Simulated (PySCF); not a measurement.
Compound: C₆H₆F₄.
SMILES with atom numbers: `[F:1][C:2]([F:3])([F:4])[C@:5]12[CH2:6][C@:7]([F:8])([CH2:9]1)[CH2:10]2` (hydrogens: H11, H12 on C6; H13, H14 on C9; H15, H16 on C10)

The same species was optimised twice, with GFN2-xTB and with PBE0-D3(BJ)/def2-SVP (PySCF), and the same property calculations (PySCF, gas phase) were run on both structures.

```
     coordinate  GFN2-xTB  PBE0-D3(BJ)/def2-SVP  change
      C7–F8 (Å)     1.351                 1.341  -0.010
      C2–C5 (Å)     1.499                 1.492  -0.007
      F1–C2 (Å)     1.342                 1.336  -0.006
      C2–F3 (Å)     1.342                 1.336  -0.006
      C2–F4 (Å)     1.342                 1.336  -0.006
     C7–C10 (Å)     1.536                 1.537  +0.001
      C6–C7 (Å)     1.536                 1.537  +0.001
      C7–C9 (Å)     1.536                 1.536   0.000
      C5–C9 (Å)     1.544                 1.544   0.000
     C5–C10 (Å)     1.544                 1.544   0.000
      C5–C6 (Å)     1.544                 1.544   0.000
   F1–C2–F3 (°)     106.7                 107.7    +1.0
   F1–C2–C5 (°)     112.2                 111.2    -1.0
   F3–C2–F4 (°)     106.7                 107.7    +1.0
   F1–C2–F4 (°)     106.7                 107.7    +1.0
   F3–C2–C5 (°)     112.1                 111.2    -0.9
   F4–C2–C5 (°)     112.1                 111.3    -0.8
   C5–C6–C7 (°)      73.0                  72.3    -0.7
  C5–C10–C7 (°)      73.0                  72.3    -0.7
F1–C2–C5–C6 (°)       -60                   -60       0
```

Rotational constants: A = 2994, B = 831.3, C = 831.2 MHz (GFN2-xTB) against A = 2974, B = 845.6, C = 845.5 MHz (PBE0-D3(BJ)/def2-SVP). Point groups within 0.08 Å: C3v and C3v. Atoms that the bonding makes alike are paired by their places after alignment.

On the GFN2-xTB structure: HOMO (eV) -9.48 [PBE0/pcSseg-1]; LUMO (eV) 1.51 [PBE0/pcSseg-1]; dipole (D) 0.84 [PBE0/pcSseg-1]; GIAO shielding of F1/F3/F4 (mean) (ppm) 258.1 [PBE0/pcSseg-1]; GIAO shielding of C2 (ppm) 52.5 [PBE0/pcSseg-1]; GIAO shielding of C5 (ppm) 159.0 [PBE0/pcSseg-1]; GIAO shielding of C6/C9/C10 (mean) (ppm) 130.9 [PBE0/pcSseg-1]; GIAO shielding of C7 (ppm) 109.9 [PBE0/pcSseg-1]; GIAO shielding of F8 (ppm) 346.6 [PBE0/pcSseg-1].

Question: What do these properties become on the PBE0-D3(BJ)/def2-SVP structure?

Answer: 
```
                                    property          level  on GFN2-xTB  on PBE0-D3(BJ)/def2-SVP  change
                                   HOMO (eV)  PBE0/pcSseg-1        -9.48                    -9.43   +0.05
                                   LUMO (eV)  PBE0/pcSseg-1         1.51                     1.46   -0.05
                                  dipole (D)  PBE0/pcSseg-1         0.84                     0.70   -0.14
energy, GFN2-xTB geometry as zero (kcal/mol)  PBE0/pcSseg-1          0.0                     -0.4    -0.4
     GIAO shielding of F1/F3/F4 (mean) (ppm)  PBE0/pcSseg-1        258.1                    263.8    +5.7
                  GIAO shielding of C2 (ppm)  PBE0/pcSseg-1         52.5                     54.2    +1.7
                  GIAO shielding of C5 (ppm)  PBE0/pcSseg-1        159.0                    157.8    -1.2
    GIAO shielding of C6/C9/C10 (mean) (ppm)  PBE0/pcSseg-1        130.9                    130.8    -0.1
                  GIAO shielding of C7 (ppm)  PBE0/pcSseg-1        109.9                    109.7    -0.2
                  GIAO shielding of F8 (ppm)  PBE0/pcSseg-1        346.6                    345.3    -1.3
```

The heavy atoms differ by 0.019 Å rms after alignment. Among bonds between heavy atoms C7–F8 changes most (-0.010 Å). Changes are differences of the printed values. Neither structure is proved a minimum here.

The values belong to the conformer `[F:1][C:2]([F:3])([F:4])[C@:5]12[CH2:6][C@:7]([F:8])([CH2:9]1)[CH2:10]2`: F1–C2–C5–C6 -60°.
